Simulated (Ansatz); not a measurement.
Kohn–Sham single points on `[NH2][Ga]([NH2])[NH2]`.

```yaml
crystal:
  periodic: [false, false, false]
  atoms:
    - {symbol: N, position_ang: [-1.280005, 1.249328, -0.360092]}
    - {symbol: Ga, position_ang: [-0.004080, 0.000757, 0.016490]}
    - {symbol: N, position_ang: [-0.445967, -1.770779, 0.061270]}
    - {symbol: N, position_ang: [1.692263, 0.528343, 0.432153]}
    - {symbol: H, position_ang: [-2.145266, 0.976124, -0.795634]}
    - {symbol: H, position_ang: [-1.016761, 2.175238, -0.653881]}
    - {symbol: H, position_ang: [-1.412223, -2.040556, 0.149562]}
    - {symbol: H, position_ang: [0.139432, -2.417306, 0.564782]}
    - {symbol: H, position_ang: [2.026001, 1.436824, 0.156100]}
    - {symbol: H, position_ang: [2.446605, -0.137972, 0.429239]}
basis:
  gaussian: {orbitals: def2-TZVPP}
hamiltonian: {xc: {name: PBE-QIDH}}
```

```sh
$ ansatz run in.yaml --threads 4 --pin off --events-out ev --progress --plain
```

It prints (some lines left out):

```
Functional definition: PBE-QIDH
  name "PBE-QIDH"
  cite "Brémond, Sancho-García, Pérez-Jiménez & Adamo, J. Chem. Phys. 141, 031101 (2014) doi:10.1063/1.4890314"
  cite "Perdew, Burke & Ernzerhof, Phys. Rev. Lett. 77, 3865 (1996) doi:10.1103/PhysRevLett.77.3865"
  parameter a = 3^(-1/3)
  parameter c = 1/3
  exchange = (1 - a)*pbe_x + a*exact_x
  correlation = (1 - c)*pbe_c + c*(mp2_os + mp2_ss)
1352 factors; integrals over basis functions are off by at most 1.3e-3 eV
mean field evaluation 1: about -56909.7483 eV, gradient 7.1e1 eV
mean field evaluation 2: about -56909.8193 eV, gradient 7.1e1 eV
mean field evaluation 4: about -56918.8739 eV, gradient 4.4e0 eV
mean field evaluation 8: about -56918.9099 eV, gradient 2.6e-1 eV
mean field evaluation 16: about -56918.9101 eV, gradient 5.9e-5 eV
mean field -56918.91010232 eV, -2091.7313652373 hartree, gradient 1.3e-6 eV, S^2 0.000000; 0 other end points of the search recorded, 0 dependent functions left out
12 core orbitals not correlated: weight in the atoms' cores, before any rotation towards them, 1.000 or more for the frozen orbitals, at most 0.000 for the correlated occupied ones
reference -56918.91011470 eV, -2091.7313656922 hartree; 17, 17 occupied and 196, 196 virtual orbitals, 1352 factors
second order -26.92862320 eV of doubles, -0.00000000 eV of singles
Total energy: -56927.88632243 eV, -2092.0612352421 hartree
```

Run time 3.3 s (4 threads of a server CPU on a shared host); peak host memory 0.53 GiB.

The same input with `hamiltonian: {xc: {name: BLYP}, dispersion: d4}` (abridged; 1.2 s):

```
Functional definition: BLYP
mean field evaluation 16: about -56949.9327 eV, gradient 4.9e-5 eV
mean field -56949.93267459 eV, -2092.8714237403 hartree, gradient 4.9e-5 eV, S^2 0.000000
Total energy: -56950.31879285 eV, -2092.8856133248 hartree
```

With the line `hamiltonian: {xc: r2scan, dispersion: d4}` and forces (abridged; 2.1 s):

```
Functional definition: r2SCAN
mean field evaluation 16: about -56946.8645 eV, gradient 8.0e-5 eV
mean field -56946.86452633 eV, -2092.7586713714 hartree, gradient 1.4e-5 eV, S^2 0.000000
Total energy: -56946.90819983 eV, -2092.7602763432 hartree
Atom 0 force     0.040420    -0.048272     0.068289 eV/Å
Atom 1 force     0.006521     0.000269    -0.024736 eV/Å
Atom 2 force     0.026986     0.067194    -0.040854 eV/Å
Atom 3 force    -0.084081    -0.018165     0.035482 eV/Å
Atom 4 force    -0.022551     0.014340    -0.026125 eV/Å
Atom 5 force    -0.013950     0.025944    -0.029423 eV/Å
Atom 6 force    -0.018068    -0.026292     0.020767 eV/Å
Atom 7 force    -0.006767    -0.029035     0.023217 eV/Å
Atom 8 force     0.035683     0.013840    -0.015793 eV/Å
Atom 9 force     0.035806     0.000177    -0.010824 eV/Å
Dipole moment:     0.030949    -0.002702    -0.118784 e Å
```

The same input with `hamiltonian: {xc: {name: r2SCANh}, dispersion: d4}` (abridged; 2.3 s):

```
Functional definition: r2SCANh
mean field evaluation 16: about -56946.3210 eV, gradient 1.2e-5 eV
mean field -56946.32101164 eV, -2092.7386975752 hartree, gradient 1.2e-5 eV, S^2 0.000000
Total energy: -56946.36760148 eV, -2092.7404097200 hartree
```

The same input with `hamiltonian: {xc: pbe, dispersion: d4}` and forces (abridged; 1.4 s):

```
Functional definition: PBE
mean field evaluation 16: about -56936.1345 eV, gradient 1.0e-4 eV
mean field -56936.13449224 eV, -2092.3643498917 hartree, gradient 1.0e-5 eV, S^2 0.000000
Total energy: -56936.31299515 eV, -2092.3709097528 hartree
Atom 0 force    -0.023108    -0.006596     0.220739 eV/Å
Atom 1 force     0.012336    -0.001459    -0.047915 eV/Å
Atom 2 force     0.058492     0.006764    -0.213321 eV/Å
Atom 3 force    -0.089221     0.009535     0.203501 eV/Å
Atom 4 force    -0.292711    -0.089120    -0.156660 eV/Å
Atom 5 force     0.086700     0.315196    -0.115079 eV/Å
Atom 6 force    -0.327235    -0.095631     0.042511 eV/Å
Atom 7 force     0.190918    -0.221423     0.180624 eV/Å
Atom 8 force     0.122872     0.306240    -0.105392 eV/Å
Atom 9 force     0.260957    -0.223505    -0.009009 eV/Å
Dipole moment:     0.029979    -0.002931    -0.115357 e Å
```

With the line `hamiltonian: {xc: pbe0, dispersion: d4}` (abridged; 1.8 s):

```
Functional definition: PBE0
mean field evaluation 16: about -56937.5035 eV, gradient 5.8e-5 eV
mean field -56937.50345918 eV, -2092.4146584989 hartree, gradient 5.8e-5 eV, S^2 0.000000
Total energy: -56937.65470615 eV, -2092.4202167225 hartree
```
